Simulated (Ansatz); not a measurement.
Basis sets compared for Na3Cl2. The state is a doublet with charge 0. Geometry PBE0-D4/def2-SVP. Ansatz on 4 threads of Arm Neoverse V2 on a shared host; times are rough, and most runs start from earlier orbitals.

Cartesian coordinates in Å:
```
Na -0.0165 1.8549 -0.5400
Na -0.0721 -1.3059 -1.4156
Na 0.0830 -0.5291 1.8723
Cl -1.7803 -0.0025 0.1226
Cl 1.7858 -0.0175 -0.0393
```

Another isomer (doublet) lies 0.15 eV lower at PBE0-D4/def2-TZVP; other spin states weren't run for this one.

```tsv
level	functions	energy (Eh)	HOMO (eV)	LUMO (eV)	wall time
PBE-D4/def2-SVP	81	-1406.3028	-2.49	-2.02	1.9 s
PBE0-D4/def2-SVP	81	-1406.4264	-2.76	-1.46	2.1 s
```

(1) Estimate the rows for PBE-D4/def2-TZVP (with forces), PBE0-D4/def2-TZVP.

Answers

(1) 
| level | functions | energy (Eh) | HOMO (eV) | LUMO (eV) | wall time |
| --- | --- | --- | --- | --- | --- |
| PBE-D4/def2-TZVP (with forces) | 170 | -1406.7924 | -2.54 | -2.03 | 3.1 s |
| PBE0-D4/def2-TZVP | 170 | -1406.9090 | -2.81 | -1.46 | 4.1 s |
